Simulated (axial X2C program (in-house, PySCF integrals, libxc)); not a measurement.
A run on NbTe⁻ that gave no curve

A calculation with an in-house all-electron X2C program for linear molecules (integrals from PySCF) was to scan the bond of NbTe⁻, spin-free and two-component.

Input file and command:
```json
{"zs": [52, 41], "q": -1, "bas": ["dyall-av2z", "dyall-av2z"], "levels": ["PBE0", "HF", "M06", "r2SCAN"], "cc": false, "r0": 5.566, "npts": 10, "nst": 2, "ntry": 6}
```
```bash
python so2c.py task.json out
```

Keys: zs atomic numbers; q charge; bas basis sets; levels methods; cc coupled cluster on or off; r0 starting distance in Å; npts points on the curve; nst determinants followed; ntry starts of the search. HF also brings MP2.

Outcome:

The PBE0 distance search ended without bracketing a minimum (the end of its range of 0.55 to 2.1 times the start, unconverged steps or the time limit), so no curve was computed. This does not show that the molecule is unbound. The start was placed far from the expected distance on purpose.
